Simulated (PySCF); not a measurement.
Ligand exchange on a metal centre used in film growth or etching (Mo F-NH2). Gas-phase values, no solvent. One relaxed conformer stands for each flexible species; it need not be the lowest. In the def2 sets, heavy atoms carry core potentials. Quantity: redistribution energy (mixed species minus the weighted end members). Level 1: PBE-D3(BJ)/def2-TZVP // BP86-D3(BJ)/def2-SVP (PySCF). Level 2: TPSSh-D3(BJ)/def2-TZVP // BP86-D3(BJ)/def2-SVP (PySCF).

```json
[
 {"case": "3 of 6 F replaced by NH2: [Mo(F)3(NH2)3]", "level 1 (kcal/mol)": "-13.0", "level 2 (kcal/mol)": "-14.0"},
 {"case": "2 of 6 F replaced by NH2: [Mo(F)4(NH2)2]", "level 1 (kcal/mol)": "-11.9", "level 2 (kcal/mol)": "-12.9"},
 {"case": "4 of 6 F replaced by NH2: [Mo(F)2(NH2)4]", "level 1 (kcal/mol)": "-10.3", "level 2 (kcal/mol)": "-11.0"},
 {"case": "1 of 6 F replaced by NH2: [Mo(F)5(NH2)]", "level 1 (kcal/mol)": "-5.3", "level 2 (kcal/mol)": "withheld"},
 {"case": "5 of 6 F replaced by NH2: [Mo(F)(NH2)5]", "level 1 (kcal/mol)": "-5.2", "level 2 (kcal/mol)": "-5.4"}
]
```

Q: Fit level 2 = a + b·x to the 4 complete rows by least squares, with x = level 1 in kcal/mol. Give a, b and the rms residual, and predict the withheld value.

A: Means of the 4 rows: x̄ = -10.1, ȳ = -10.825 kcal/mol. Σ(x − x̄)² = 35.7 and Σ(x − x̄)(y − ȳ) = 39.56, so b = 1.108 and a = ȳ − b·x̄ = 0.37 kcal/mol. The rms residual is 0.05 kcal/mol. At x = -5.3 the line gives -5.5 kcal/mol. The run for 1 of 6 F replaced by NH2: [Mo(F)5(NH2)] gave -6.0 kcal/mol, so the line is off by 0.5 kcal/mol, more than twice the rms residual.

Codes: PySCF.
